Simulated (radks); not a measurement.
Problem. These are the eigenvalues of the occupied orbitals of an atom or ion with whole-number occupations (eV). All-electron calculation, scalar-relativistic Kohn-Sham, PBE, spin-polarised, spherical densities, finite nucleus; Fermi nuclear charge, rms radius of each element as measured or else 0.836 A^(1/3) + 0.57 fm. Program: a radial shooting solver on a logarithmic mesh with Libxc functionals.

orbital  eigenvalue
1s down   -50140.60
1s up     -50140.60
2s up     -8317.783
2s down   -8317.737
2p up     -7407.570
2p down   -7407.538
3s up     -1881.784
3s down   -1879.334
3p up     -1599.737
3p down   -1597.299
3d up     -1226.945
3d down   -1225.077
4s up     -418.2200
4s down   -412.5756
4p up     -325.0249
4p down   -319.4347
4d up     -195.9986
4d down   -190.4868
5s up      -92.2291
5s down    -89.5462
5p up      -67.9932
5p down    -66.0067
4f up      -55.5353

Which element is it, and in what charge state? The configuration may be excited. Open shells, if any, are filled with parallel spins first.

Solution. Z = 64, gadolinium, charge +4: Gd4+ in [Xe] 4f6. The list shows which subshells hold electrons but not how many an open one holds; the 1s level, -1842.6 hartree, gives Z - s = 60.7 by -(Z - s)^2/2, which with screening and relativity narrows Z to a few neighbours, and the depths of the outer levels then fix element, charge and occupations together.
